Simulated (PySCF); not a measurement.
## ZnB: a base run and its variants

Base input, run as `python input.py` with PySCF 2.14:

```python
from pyscf import gto, dft

mol = gto.M(
    atom='Zn 0 0 0; B 0 0 2.005',
    basis='jorge-dzp',
    charge=0,
    spin=1,
    verbose=4,
)
mf = dft.UKS(mol, xc='scan')
mf.kernel()
g = mf.nuc_grad_method()
g.grid_response = True
g.kernel()
mf.dip_moment()
print('orbital energies (hartree):', [e[max(0, n-3):n+3].round(4) for e, n in zip(mf.mo_energy, mol.nelec)])
```

Base result: E(SCF) = -1804.050359 Eh, ⟨S²⟩ = 0.903, μz(SCF) = -1.65 D, gradient on the second atom -0.0172 Eh/bohr. The bond length is a typed value, not an optimised one. No search for the lowest solution was made.

Wall time 13 s on one thread of a shared host.

Each row names what differs from the base; energies in brackets are changes from the base.

| change | result |
| --- | --- |
| electric field along z (a.u.): none → 0.05; step after the SCF: gradient → analyze [may be another electronic state] | E(SCF) = -1804.144667 Eh (-2.5663 eV), ⟨S²⟩ = 0.894, μz(SCF) = 11.45 D |
| functional: scan → revpbe | E(SCF) = -1803.805651 Eh, 14 cycles, ⟨S²⟩ = 0.757, μz(SCF) = -1.90 D, gradient on the second atom -0.0229 Eh/bohr |
| geometry: bond 2.005 → bond 1.604 | not converged: SCF after 50 cycles |
| charge: 0 → 1; spin (2S): 1 → 0 [another spin of the ion may lie lower] | E(SCF) = -1803.771737 Eh (+7.5817 eV), 13 cycles, gradient on the second atom -0.0421 Eh/bohr |
| second-order solver: off → on | E(SCF) = -1804.050359 Eh (+0.0000 eV), 5 cycles, ⟨S²⟩ = 0.903, μz(SCF) = -1.66 D, gradient on the second atom -0.0172 Eh/bohr |
| initial guess: minao → 1e | E(SCF) = -1804.050331 Eh (+0.0008 eV), 25 cycles, ⟨S²⟩ = 0.902, μz(SCF) = -1.66 D, gradient on the second atom -0.0172 Eh/bohr |
